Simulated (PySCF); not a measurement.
C8H14.
SMILES: `C=C/C=C/C(C)(C)C`

Torsions of this conformer, `[CH2:1]=[CH:2]/[CH:3]=[CH:4]/[C:5]([CH3:6])([CH3:7])[CH3:8]`: C1–C2–C3–C4 180°, C3–C4–C5–C6 121°.

The closed-shell ground state was solved at several levels (PySCF, density fitting, gas phase, non-relativistic). One conformer (not necessarily the lowest) at the PBE0-D3(BJ)/def2-SVP geometry, without solvent, vibrations or thermal averaging.

```csv
level,basis functions,total energy (Eh),HOMO (eV),LUMO (eV),gap (eV),dipole (D)
PBE0/pcSseg-1,206,-312.8187,-6.47,-0.62,5.85,0.67
wB97X-D/pcSseg-1,206,-313.1021,-8.22,1.12,9.34,0.66
```

Task: What might CAM-B3LYP/def2-SVPD (272 basis functions) give for the same quantities?

Result: Total energy -312.8442 Eh, HOMO -7.70 eV, LUMO 0.45 eV, gap 8.15 eV, dipole 0.67 D.

Task: Over all these levels, which gives the widest orbital gap and which the narrowest?

Result: wB97X-D/pcSseg-1 (range-separated hybrid) has the widest, 9.34 eV, and PBE0/pcSseg-1 (global hybrid, 25 % exact exchange) the narrowest, 5.85 eV. The two share the basis. From the narrowest to the widest the HOMO moves by -1.75 eV and the LUMO by +1.74 eV.

Task: How far do the dipole and the HOMO energy spread over the levels?

Result: The dipole runs from 0.66 to 0.67 D (mean 0.67 D) and the HOMO from -8.22 to -6.47 eV.

Note: wB97X-D ran without an empirical dispersion term, which enters the total energy and its gradient alone.
